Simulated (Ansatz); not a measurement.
Gas-phase electronic energies from Ansatz, PBE0-D4/def2-TZVP geometries. CCSD(T)/CBS is the MP2 limit (def2-TZVPP, def2-QZVPP) plus CCSD(T) − MP2 in def2-TZVPP, frozen cores. This one scheme is used for every species. DFT in def2-TZVPP. B3LYP here is the variant with VWN-RPA as its local correlation; programs differ in this. For Se outer-core shells are correlated without core-valence functions, which leaves a few kJ/mol of doubt a bond. Scalar relativity is left out up to krypton. Each species was taken in one conformer, which may not be the lowest.

Consider the formal exchange of groups at the Se–C bond: `B[Se]C` + `[CH3][AlH][SH]` → `B[Se][CH2][AlH][SH]` + CH₄.

```
             level  ΔE (kJ/mol)  difference from CCSD(T)/CBS
            PBE-D4        -23.5                         -0.6
         r2SCAN-D4        -21.6                          1.3
           PBE0-D4        -22.8                          0.1
          B3LYP-D4        -17.6                          5.3
           ωB97X-V        -16.5                          6.4
               PBE        -15.3                          7.6
              PBE0        -15.3                          7.6
     HF/def2-TZVPP          4.1                         27.0
SCS-MP2/def2-TZVPP        -18.7                          4.2
   CCSD/def2-TZVPP        -16.3                          6.6
CCSD(T)/def2-TZVPP        -21.2                          1.7
     HF/def2-QZVPP          4.2                         27.1
SCS-MP2/def2-QZVPP        -19.3                          3.6
      HF/CBS(def2)          4.3                         27.2
     MP2/CBS(def2)        -25.4                         -2.5
    CCSD/CBS(def2)        -18.0                          4.9
       CCSD(T)/CBS        -22.9                            0
```

Largest T1 diagnostic among the species: 0.014.

In def2-TZVPP, CCSD(T) changes the Hartree–Fock value by −25.3 kJ/mol (the triples alone add −4.9 kJ/mol) and MP2 by −27.7 kJ/mol. The D4 term adds −13.3 kJ/mol with B3LYP and −7.5 kJ/mol with PBE0; it sums over pairs of atoms, weighted by their polarisabilities, and B3LYP, whose exchange is more repulsive, gets the larger term.
